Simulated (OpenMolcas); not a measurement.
# Ru3+: effect of the metal basis

Ru3+ with its 6 nearest bromide ions at 2.651 Å, on the Y site of Cs2NaYBr6 (a = 11.3047 Å, distance in the model lattice 2.765 Å). The rest of the host is ab initio model potentials to 7.6 Å and point charges beyond; the distance is set by hand and nothing relaxes.

| Property | Result |
| --- | --- |
| Program | OpenMolcas |
| Method | CASSCF |
| Spin-orbit coupling | RASSI with atomic mean-field integrals over the reference wave functions |

Fixed: ligand basis ANO-RCC-VDZP, active space 5 electrons in 5 orbitals (4d), DKH2 Hamiltonian.

States (labels of O, the rotations of Oh). Energies in cm-1 above the lowest state or level, χT in cm3 K/mol.

```json
{"Run": "A", "Metal basis": "ANO-RCC-VDZP", "Ground state": "6A1", "First gap with spin-orbit (degeneracies)": "1.9 (2, 4)", "χT at 300 K": "4.336", "First state of another spin": "2S+1 = 4: 8862", "Cost": "roughly 3 core-minutes"}
{"Run": "B", "Metal basis": "ANO-RCC-VTZP", "Ground state": "6A1", "First gap with spin-orbit (degeneracies)": "1.2 (2, 4)", "χT at 300 K": "4.345", "First state of another spin": "2S+1 = 4: 9708", "Cost": "roughly 4 core-minutes"}
```

Costs are those of the RASSCF and RASSI steps.

Without dynamic correlation the repulsion within the d shell is too large (B by tens of per cent), so at a given field states of lower spin stand too high. This shell can be high or low spin here, a state of another spin lies low, and with metal d orbitals alone active their balance is uncertain, so the ground spin may be wrong. With metal d orbitals alone the field can be off either way by tens of per cent. Ligand-to-metal charge-transfer states are missing. With no ligand orbital active B as a rule stays too high, so bands that hang on it stand too high and its fall with covalency is understated. The least metal-like active orbital is 77 % on the metal (Löwdin) and no ligand orbital is active, so the numbers are rough (holds for A). The least metal-like active orbital is 79 % on the metal (Löwdin) and no ligand orbital is active, so the numbers are rough (holds for B). No measured value stands beside these numbers; the geometry was set by hand and not optimised.

A state without a sure symmetry label is named by its multiplicity alone.
